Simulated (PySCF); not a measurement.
**Pd³⁺ (palladium, charge +3): UHF calculation**

Configuration: [Kr] 4d7, high-spin 4F determinant. Computed with PySCF 2.14 in aug-cc-pVTZ-PP with ECP28MDF (6s6p5d3f2g, 88 functions), with a scalar-relativistic core potential.

* Total energy: -124.600484 hartree
* One-electron energy: -202.2078 hartree
* Hartree (Coulomb) energy: 88.6483 hartree
* Exchange energy: -11.0410 hartree
* ⟨S²⟩: 3.7545
* ⟨L²⟩: 12.056
* Sum of ⟨r⟩: 17.37 bohr
* Sum of ⟨r²⟩: 23.20 bohr²

```csv
shell,electrons,mean orbital energy (eV),spread (eV),"rms radius, mean of both spins (bohr)"
4s α,1,-149.56,0,1.01
4s β,1,-143.10,0,1.01
4p α,3,-110.26,0,1.10
4p β,3,-102.32,0,1.10
4d α,5,-50.578,1.360,1.41
4d β,2,-47.724,0,1.41
```

Energies and moments cover only the electrons outside the core potential.
